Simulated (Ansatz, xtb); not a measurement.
**Relative energy of two structures of CHClSn**

Structure I is `Cl[CH]=[Sn]`, a singlet and structure II is a triplet given by its coordinates. Both are isolated molecules in the gas phase, relaxed with PBE0-D3(BJ)/def2-SVP.

I (Å):

```yaml
atoms:
  - { symbol: C, position_ang: [1.7097, 1.6500, 0.2282] }
  - { symbol: Cl, position_ang: [0.4238, 0.9982, -0.7470] }
  - { symbol: Sn, position_ang: [3.5270, 0.7679, 0.3766] }
  - { symbol: H, position_ang: [1.4046, 2.5766, 0.7343] }
```

II (Å):

```csv
atom,x (Å),y (Å),z (Å)
C,1.7468,1.3947,0.3898
Cl,0.2093,1.0338,-0.2794
Sn,3.2906,2.5450,-0.6164
H,1.8299,0.9585,1.3968
```

Close contacts (Å): C1–Cl2 1.72, C1–Sn3 2.17, C1–H4 1.10.

Task: Estimate E(II) − E(I) at the level CCSD(T)/def2-TZVPP.

Result: Calculated at CCSD(T)/def2-TZVPP: E(II) − E(I) = +0.764 eV, so structure I lies lower.

How the difference moves with the method:

```json
{"level": "HF/STO-3G", "geometry": "GFN2-xTB", "E(II) − E(I) (eV)": "−0.436", "departure from the last row (eV)": "−1.200", "job, with rough time for the two": "single point, 12 s"}
{"level": "r2SCAN-D4/def2-SVP", "geometry": "GFN2-xTB", "E(II) − E(I) (eV)": "+0.413", "departure from the last row (eV)": "−0.351", "job, with rough time for the two": "single point, 11 s"}
{"level": "PBE0-D3(BJ)/def2-SVP", "geometry": "PBE0-D3(BJ)/def2-SVP", "E(II) − E(I) (eV)": "+0.449", "departure from the last row (eV)": "−0.316", "job, with rough time for the two": "optimisation, 1.7 min"}
{"level": "HF/def2-TZVPP", "geometry": "PBE0-D3(BJ)/def2-SVP", "E(II) − E(I) (eV)": "−0.430", "departure from the last row (eV)": "−1.195", "job, with rough time for the two": "part of the CCSD(T) run"}
{"level": "MP2/def2-TZVPP", "geometry": "PBE0-D3(BJ)/def2-SVP", "E(II) − E(I) (eV)": "+0.981", "departure from the last row (eV)": "+0.217", "job, with rough time for the two": "part of the CCSD(T) run"}
{"level": "CCSD(T)/def2-TZVPP", "geometry": "PBE0-D3(BJ)/def2-SVP", "E(II) − E(I) (eV)": "+0.764", "departure from the last row (eV)": "", "job, with rough time for the two": "single point, 4.4 min"}
```

HF/STO-3G, HF/def2-TZVPP put the two in the other order. The largest departure from CCSD(T)/def2-TZVPP is that of HF/STO-3G, 1.200 eV.

With harmonic frequencies from PBE0-D3(BJ)/def2-SVP (ideal gas, rigid rotor, one conformer each, 298.15 K, 1 atm): on the last row, ΔE + ΔZPE = +0.757, ΔH = +0.757, ΔG = +0.736 eV.

Open shells are spin-unrestricted. The correlated steps freeze 10 core orbitals; the filled d shell of Sn is correlated, in a basis made for valence electrons. Atoms past krypton carry core potentials in the def2 sets, other sets are all-electron and non-relativistic, and no spin–orbit term is included. ΔG holds the spin degeneracy. Programs: Ansatz 0.2.0, xtb 6.7.1; the last row on 1 thread of AMD EPYC (Zen 3) on a shared host.
